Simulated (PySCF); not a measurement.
Ionisation energy of Cu²⁺ by level of theory

Cu²⁺ [Ar] 3d9 (2D) → Cu³⁺ [Ar] 3d8 (3F), as a difference of total energies. Calculation: PySCF 2.14, in def2-TZVP (6s4p4d1f, 45 functions); the non-relativistic Hamiltonian (point nucleus). Correlated levels: valence: [Ar] frozen. The calculations carry no spin-orbit coupling.

Order these methods by the ionisation energy they give, lowest first.
A. M06-2X
B. r2SCAN
C. UHF
D. MP2 (valence)

C (34.323 eV), D (36.621 eV), B (36.747 eV), A (36.989 eV).

These non-relativistic numbers lack the scalar-relativistic shift.

The reference lies between the lowest fine-structure levels, while these numbers refer to the centres of the terms.

Errors of the correlated levels include the incompleteness of this basis and the frozen core.

For comparison: 36.841 ± 0.012 eV (measured; NIST Atomic Spectra Database, ionization energies).
